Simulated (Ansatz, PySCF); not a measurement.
System: NS, net charge 0, doublet state. 
Structure (B3LYP-D3(BJ)/def2-TZVP (Ansatz, a quantum-chemistry and plane-wave program) minimum search):
```
N
S 1 1.4918
```
Charge 0, spin multiplicity 2.

Wanted: vertical ionisation energy (to the singlet state of charge +1; each state is the SCF solution reached for its spin; the UHF <S^2> is 0.99 for the doublet (pure: 0.75); for the singlet the Hartree-Fock reference is unstable and T1 is 0.022; for the doublet T1 is 0.063), in eV. Valence correlation only, unless marked. Open shells are spin-unrestricted. No spin-orbit coupling. Non-relativistic. CBS marks a two-point X^-3 extrapolation of the correlation energy; Hartree-Fock from the larger set.

| level | program | vertical ionisation energy (eV) | minus last row |
|---|---|---|---|
| SVWN5/def2-TZVPD | Ansatz | 9.13 | 0.20 |
| PBE/def2-TZVPD | Ansatz | 9.06 | 0.13 |
| r2SCAN/def2-TZVPD | Ansatz | 9.25 | 0.32 |
| B3LYP/def2-TZVPD | Ansatz | 9.29 | 0.36 |
| PBE0/def2-TZVPD | Ansatz | 9.31 | 0.38 |
| CAM-B3LYP/def2-TZVPD | Ansatz | 9.38 | 0.45 |
| CCSD/aug-cc-pV(D+d)Z | Ansatz | 8.68 | -0.25 |
| CCSD/def2-SVPD | Ansatz | 8.73 | -0.20 |
| CCSD/aug-cc-pV(T+d)Z | Ansatz | 8.94 | 0.01 |
| CCSD/def2-TZVPPD | Ansatz | 8.90 | -0.03 |
| CCSD/aug-cc-pV(Q+d)Z | Ansatz | 9.00 | 0.07 |
| CCSD/def2-QZVPPD | Ansatz | 8.99 | 0.06 |
| CCSD/CBS(aug-cc-pV(T+d)Z,aug-cc-pV(Q+d)Z) | Ansatz | 9.05 | 0.12 |
| CCSD/CBS(def2-TZVPPD,def2-QZVPPD) | Ansatz | 9.04 | 0.11 |
| CCSD(T)/aug-cc-pV(D+d)Z | Ansatz | 8.56 | -0.37 |
| CCSD(T)/def2-SVPD | Ansatz | 8.60 | -0.33 |
| CCSD(T)/def2-TZVPPD | Ansatz | 8.77 | -0.16 |
| CCSD(T)/aug-cc-pV(Q+d)Z | Ansatz | 8.88 | -0.05 |
| CCSD(T)/def2-QZVPPD | Ansatz | 8.86 | -0.07 |
| CCSD(T)/CBS(def2-TZVPPD,def2-QZVPPD) | Ansatz | 8.93 | 0.00 |
| CCSD(T)/CBS(aug-cc-pV(T+d)Z,aug-cc-pV(Q+d)Z) | Ansatz | 8.93 | 0.00 |

For comparison, minus the highest occupied orbital energy (PySCF): 10.12 eV at HF/def2-TZVPD, 7.50 eV at M06-2X/def2-TZVPD, 4.93 eV at SVWN5/def2-TZVPD.
